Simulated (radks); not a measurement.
Results of a calculation; reference values are marked as such.
Species: Re I. Configuration: [Xe] 4f14 5d4 6s2 6p1 (not the ground configuration). Level of theory: Dirac Kohn-Sham, LDA (Slater exchange, Perdew-Wang correlation), spin-unpolarised, spherical densities, finite nucleus; open shells are shared between the two j in proportion to 2j + 1; Fermi nuclear charge, rms radius 5.3698 fm (a radial shooting solver on a logarithmic mesh with Libxc functionals).

Radial electron density D(r) = 4 pi r^2 rho(r):

r (bohr)   D(r) (e/bohr)
0.0006673          4.432
0.0007831          5.703
0.000919           7.312
0.00107            9.228
0.001256           11.74
0.001473           14.86
0.001729           18.70
0.002029           23.37
0.002381           28.98
0.002772           35.25
0.003253           42.87
0.003817           51.49
0.00448            60.96
0.005257           70.96
0.006169           80.99
0.007182           89.95
0.008428           97.99
0.00989            103.8
0.01161            106.6
0.01362            106.2
0.01598            103.1
0.01861            98.91
0.02184            95.25
0.02562            94.94
0.03007            99.92
0.03529            110.3
0.04108            122.8
0.04821            133.8
0.05657            137.5
0.06639            131.5
0.07791            119.1
0.09143            108.7
0.1064             107.8
0.1249             116.6
0.1466             125.9
0.172              122.6
0.2019             103.3
0.2369             79.25
0.2758             66.67
0.3236             69.15
0.3798             77.17
0.4457             76.34
0.523              63.05
0.6088             45.78
0.7145             31.10
0.8384             22.59
0.9839             17.82
1.155              13.87
1.355              9.937
1.577              6.728
1.851              4.395
2.172              3.022
2.549              2.187
2.992              1.564
3.511              1.041
4.087             0.6450
4.796             0.3520
5.628             0.1736
6.605            0.07718
7.751            0.03036
9.096            0.01020
10.59           0.003005
12.43          0.0006543
14.58          0.0001073

D(r) has 4 maxima, at r = 0.0124, 0.0557, 0.154, 0.408 bohr, and minima at 0.0240, 0.0998, 0.289 bohr, inside which lie 2.03, 11.10, 29.95 electrons.
